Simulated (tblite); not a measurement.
Compound: C5H14SSi.
SMILES with atom numbers: `[CH3:1][CH2:2][CH2:3][CH2:4][CH2:5][S:6][SiH3:7]` (hydrogens: H8, H9, H10 on C1; H11, H12 on C2; H13, H14 on C3; H15, H16 on C4; H17, H18 on C5; H19, H20, H21 on Si7)

Structure used (GFN2-xTB), in Å, numbered top down from 1:
```xyz
21
C5H14SSi angstrom
C     -3.3646    0.4856   -0.0501
C     -2.0375   -0.2365   -0.2506
C     -0.9474    0.3384    0.6514
C      0.3728   -0.4306    0.5819
C      1.0614   -0.2849   -0.7641
S      2.6460   -1.1961   -0.8413
Si     3.9014   -0.0298    0.4402
H     -3.7013    0.3879    0.9798
H     -3.2614    1.5451   -0.2758
H     -4.1290    0.0685   -0.7013
H     -2.1646   -1.2980   -0.0269
H     -1.7394   -0.1491   -1.2967
H     -1.3025    0.3170    1.6845
H     -0.7706    1.3835    0.3854
H      0.1946   -1.4902    0.7778
H      1.0410   -0.0553    1.3620
H      1.2643    0.7614   -0.9949
H      0.4608   -0.7159   -1.5629
H      3.6336   -0.3486    1.8399
H      5.2452   -0.4057    0.0434
H      3.5883    1.3703    0.1723
```

Calculated harmonic vibrations of the isolated species, GFN2-xTB (tblite), most abundant isotopes, no scaling. The method is semi-empirical: single wavenumbers can be off by several per cent or more. Modes of hydrogen on silicon can be 10 to 20 % off. One conformer, not necessarily the lowest.

Harmonic wavenumbers (cm⁻¹): 28.6, 55.1, 66.5, 100.0, 124.0, 177.1, 224.6, 240.2, 278.5, 292.8, 484.5, 516.9, 538.0, 563.3, 732.2, 744.8, 768.8, 783.3, 789.1, 793.7, 882.2, 901.5, 977.1, 1006.6, 1073.1, 1082.7, 1120.3, 1129.5, 1184.0, 1231.5, 1246.1, 1265.0, 1287.9, 1309.9, 1344.0, 1372.6, 1417.0, 1452.6, 1486.0, 1492.1, 1496.7, 1504.7, 1507.3, 2281.2, 2296.8, 2376.7, 2956.5, 2960.8, 2969.1, 2975.7, 2978.2, 2987.2, 2990.9, 3012.7, 3029.6, 3033.6, 3040.1.

A = 4904, B = 581.2, C = 542.7 MHz; mass 134.059 u (most abundant isotopes); point group C1, symmetry number 1.

Zero-point energy?

½Σν̃ = 38481 cm⁻¹ = 460.33 kJ/mol.

What is S at 350 K and 1 bar for an ideal gas of classical rigid rotors and harmonic oscillators?

Translation 173.28, rotation 126.35, vibration 171.08: S = 470.7 J/(mol K).

And Cp and H(350 K) − H(0)?

Cp = 191.91 J/(mol K), of which vibrations give 158.65 (their classical limit is 57 R = 473.9); H(350 K) − H(0) = 40.83 kJ/mol without the zero-point energy, 29.19 from vibrations.

What must be added to the electronic energy to get the Gibbs energy at 350 K and 1 bar?

ZPE + [H(350 K) − H(0)] − T·S = 460.33 + 40.83 − 164.75 = 336.41 kJ/mol.

Which modes carry the vibrational entropy at 350 K?

28.6 cm⁻¹: 26.12; 55.1 cm⁻¹: 20.68; 66.5 cm⁻¹: 19.12; 100.0 cm⁻¹: 15.76; 124.0 cm⁻¹: 14.01; 177.1 cm⁻¹: 11.13 J/(mol K); the other 51 give 64.25 together.

Blend soft modes into free rotors: weight 1/[1 + (100 cm⁻¹/ν̃)⁴] for the oscillator and the rest for a rotor with moment μB/(μ + B), μ = h/(8π²ν), B = 10⁻⁴⁴ kg m². What vibrational entropy results?

151.39 J/(mol K) in place of 171.08, which changes −T·S at 350 K by +6.89 kJ/mol.

How do the functions run with temperature in this model?

```json
{"T (K)": "100", "S (J/(mol K))": "310.4", "Cp (J/(mol K))": "88.4", "H − H(0) (kJ/mol)": "6.22", "G − H(0) (kJ/mol)": "-24.81", "ln q(vib)": "2.82"}
{"T (K)": "200", "S (J/(mol K))": "383.5", "Cp (J/(mol K))": "126.8", "H − H(0) (kJ/mol)": "16.99", "G − H(0) (kJ/mol)": "-59.71", "ln q(vib)": "6.11"}
{"T (K)": "300", "S (J/(mol K))": "442.9", "Cp (J/(mol K))": "169.8", "H − H(0) (kJ/mol)": "31.78", "G − H(0) (kJ/mol)": "-101.08", "ln q(vib)": "9.10"}
{"T (K)": "500", "S (J/(mol K))": "549.6", "Cp (J/(mol K))": "251.7", "H − H(0) (kJ/mol)": "74.25", "G − H(0) (kJ/mol)": "-200.52", "ln q(vib)": "14.77"}
{"T (K)": "800", "S (J/(mol K))": "687.7", "Cp (J/(mol K))": "335.8", "H − H(0) (kJ/mol)": "163.39", "G − H(0) (kJ/mol)": "-386.74", "ln q(vib)": "22.80"}
{"T (K)": "1000", "S (J/(mol K))": "766.8", "Cp (J/(mol K))": "373.5", "H − H(0) (kJ/mol)": "234.51", "G − H(0) (kJ/mol)": "-532.34", "ln q(vib)": "27.79"}
```

q(vib) and H(0) count from the zero-point level.

Hindered rotation and anharmonicity are outside this model. Other conformers, if any are populated, would add a mixing term that is left out. The structure is chiral; the term R ln 2 for an equal mix with its mirror image is left out.
